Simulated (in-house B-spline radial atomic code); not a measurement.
Values are calculated unless marked as measured or tabulated.
Stopping and range of 2 keV Cu in Ge

The pair potential comes from two frozen, spherical free-atom densities (PBE, B-spline radial code, scalar-relativistic past argon): electrostatics plus the change in Thomas-Fermi kinetic and Dirac exchange energy where they overlap, the recipe behind the universal ZBL potential, which averages such potentials (from solid-state densities) over many pairs. It is written V = (Z1 Z2 e²/r) φ(r/a), with e² = 14.3996 eV·Å and a = 0.46850 Å/(Z1^0.23 + Z2^0.23); ZBL's fit is φ = 0.18175 e^(−3.1998x) + 0.50986 e^(−0.94229x) + 0.28022 e^(−0.4029x) + 0.02817 e^(−0.20162x). Where φ falls below 4e-4 it is continued as an exponential.

The target is taken as amorphous, with density 5.3234 g/cm³ (NSM archive of the Ioffe Institute); channelling is ignored. Masses: Cu 63.55, Ge 72.63 u. Nuclear stopping is S_n = 4π a Z1 Z2 e² M1/(M1 + M2) × s_n(ε), with s_n integrated over impact parameters for each pair. Electronic stopping is Lindhard and Scharff's S_e = Z1^(1/6) 8π e² a0 Z1 Z2/(Z1^(2/3) + Z2^(2/3))^(3/2) × v/v0, with a0 = 0.529177 Å and v = v0 at 24.801 keV/u; it misses the oscillations with Z1 seen in experiment, which reach tens of per cent. Compounds add by atom fraction.

| target atom | a (Å) | ε at this energy | s_n, this pair | s_n, ZBL potential |
| --- | --- | --- | --- | --- |
| Ge | 0.10675 | 0.008522 | 0.1542 | 0.1539 |

(1) What are the atom density and the stopping powers at entry?

Along the track:

| E (keV) | N S_n (eV/nm) | N S_e (eV/nm) |
| --- | --- | --- |
| 0.1 | 122 | 12.7 |
| 0.3 | 222 | 22 |
| 0.6 | 321 | 31.1 |
| 1 | 414 | 40.2 |
| 1.5 | 501 | 49.2 |
| 2 | 570 | 56.8 |

(2) Estimate the path length and the projected range.

Answers

(1) N = 5.3234 × 0.602214/72.63 = 0.04414 atoms/Å³. For Ge: S_n = 8366 × 0.1542 = 1290 eV·Å², S_e = 2.8775 × √2000 = 128.7 eV·Å². Averaged over the target's atoms and times N × 10 Å/nm, the ion loses N S_n = 570 eV/nm to recoils and N S_e = 56.8 eV/nm to electrons; the nuclear share is 91 %.

(2) With continuous slowing down the path is the integral of dE/(N (S_n + S_e)). Trapezoids over the table give 5.06 nm, and the stretch below the first row, with stopping taken as √E, adds 2E/(N S) = 1.5 nm: 6.55 nm in all, against 6.18 nm on a fine grid from 5 eV, a cut that itself drops some per cent of so short a path. Deflections shorten the depth: to first order in the energy passed on, N (S_n + S_e) dR_p/dE = 1 − N S_n (M2/M1) R_p/(2E), summed over the target's atoms, and integrating this on the fine grid gives R_p = 3.1 nm, 0.50 of the path. Lindhard's rule of thumb R/(1 + M2/3M1), with mean M2/M1 = 1.14, gives 4.47 nm. On the ZBL potential the same equation gives 3.03 nm, and the full integral equation, which keeps hard collisions, 3.06 nm.
